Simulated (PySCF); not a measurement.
Radial density of He (helium, neutral)

UHF, 1s2, closed-shell 1S. Computed with PySCF 2.14 in Sapporo-DZP-2012 (2s1p, 5 functions), with scalar relativity by spin-free X2C-1e.

```json
{"r (bohr)": "0.0154", "4πr²ρ (e/bohr)": "0.008699"}
{"r (bohr)": "0.0258", "4πr²ρ (e/bohr)": "0.02439"}
{"r (bohr)": "0.0435", "4πr²ρ (e/bohr)": "0.06726"}
{"r (bohr)": "0.0731", "4πr²ρ (e/bohr)": "0.1777"}
{"r (bohr)": "0.123", "4πr²ρ (e/bohr)": "0.4242"}
{"r (bohr)": "0.207", "4πr²ρ (e/bohr)": "0.8532"}
{"r (bohr)": "0.348", "4πr²ρ (e/bohr)": "1.440"}
{"r (bohr)": "0.585", "4πr²ρ (e/bohr)": "1.723"}
{"r (bohr)": "0.985", "4πr²ρ (e/bohr)": "1.291"}
{"r (bohr)": "1.66", "4πr²ρ (e/bohr)": "0.4219"}
{"r (bohr)": "2.79", "4πr²ρ (e/bohr)": "0.04189"}
{"r (bohr)": "4.69", "4πr²ρ (e/bohr)": "2.529e-05"}
```

Densities and radii are taken from the X2C orbitals without a picture-change correction, which distorts them close to the nucleus.
